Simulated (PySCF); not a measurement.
Compound: C3H6GeOSi.
Bonds: O1–C2 (double), C2–Si3, Si3–C4, C4–C5 (triple), C5–Ge6. Hydrogens: H7 on C2; H8, H9 on Si3; H10, H11, H12 on Ge6.

Computed by this run: PBE0-D3(BJ)/def2-SVP geometry optimisation, gas phase in PySCF; density fitting, grid level 1; the optimiser is geomeTRIC in internal coordinates, started from a GFN2-xTB structure with every atom displaced at random (about 0.01 Å).

Step 0: E = -69618.8458 eV
```
atom  x, y, z in Å  |  force x, y, z in eV/Å
O1     -3.3058    1.7849   -0.4594   -2.018   1.990  -1.706
C2     -2.5925    1.0738    0.1391    1.613  -1.610   1.375
Si3    -1.8601   -0.5388   -0.5954    1.819   0.420   0.902
C4      0.0012   -0.4225   -0.2169   -6.787  -0.649  -1.450
C5      1.1498   -0.3392    0.0149    5.439   0.488   1.125
Ge6     3.0011   -0.1881    0.4013   -0.588  -0.291   0.071
H7     -2.3048    1.3270    1.1912    0.167  -0.026   0.355
H8     -2.0710   -0.5942   -2.0287   -0.197  -0.147  -0.697
H9     -2.4225   -1.6536    0.1790   -0.181  -0.442   0.063
H10     3.2946    1.1842    0.8958    0.140   0.863   0.278
H11     3.3439   -1.1916    1.4654    0.138  -0.434   0.447
H12     3.7777   -0.4757   -0.8355    0.453  -0.161  -0.764
```

Step 1: E = -69619.1280 eV
```
atom  x, y, z in Å  |  force x, y, z in eV/Å
O1     -3.3806    1.7909   -0.4622    0.428  -0.368   0.305
C2     -2.5763    1.1268    0.1528   -0.349   0.354  -0.253
Si3    -1.8303   -0.5004   -0.5716    0.295  -0.508  -0.027
C4     -0.0277   -0.6265   -0.2037    0.414   0.639   0.027
C5      1.1667   -0.4376    0.0333   -0.721  -0.345  -0.108
Ge6     3.0143   -0.2014    0.4107    0.246   0.157   0.021
H7     -2.2644    1.4256    1.1917    0.007   0.037  -0.001
H8     -2.0841   -0.5769   -2.0376    0.007   0.077   0.032
H9     -2.4767   -1.6598    0.1134   -0.158   0.057   0.010
H10     3.1937    1.2525    0.9123    0.015  -0.211  -0.063
H11     3.4526   -1.2032    1.5000   -0.067   0.090  -0.116
H12     3.8242   -0.4239   -0.8881   -0.118   0.021   0.174
```

Q: Estimate the geometry and energy of step 2. (The exact step hangs on the optimiser's Hessian estimate; all steps are aligned on step 1, rigid shifts and turns removed.)

A: E = -69619.1590 eV, largest force 0.356 eV/Å
```
atom  x, y, z in Å  |  force x, y, z in eV/Å
O1     -3.3595    1.7614   -0.4713    0.062   0.004   0.133
C2     -2.5617    1.1126    0.1577   -0.077   0.026  -0.166
Si3    -1.8255   -0.5184   -0.5690    0.030  -0.300   0.036
C4     -0.0331   -0.5910   -0.2063    0.134   0.330  -0.002
C5      1.1566   -0.4124    0.0318   -0.116  -0.193   0.006
Ge6     3.0105   -0.1928    0.4102    0.018   0.068   0.001
H7     -2.2481    1.4269    1.1919    0.004   0.038   0.008
H8     -2.0814   -0.5741   -2.0336   -0.002   0.041   0.002
H9     -2.5024   -1.6628    0.1154   -0.036   0.024  -0.014
H10     3.2210    1.2414    0.9170    0.009  -0.007   0.001
H11     3.4262   -1.2027    1.4870   -0.014  -0.021   0.004
H12     3.8088   -0.4217   -0.8798   -0.011  -0.011  -0.007
```

The energy changes by -0.0310 eV. The first-order estimate −F·Δx gives -0.0493 eV and the mean of the old and new forces, exact on a quadratic surface, -0.0311 eV. The step makes an angle of 69° with the force vector and moves no atom by more than 0.037 Å.

The cost below is that of the whole optimisation. On one thread of an Arm Neoverse V1, no GPU, shared host, this took 3.1 min wall and 0.56 GiB of memory at its peak.
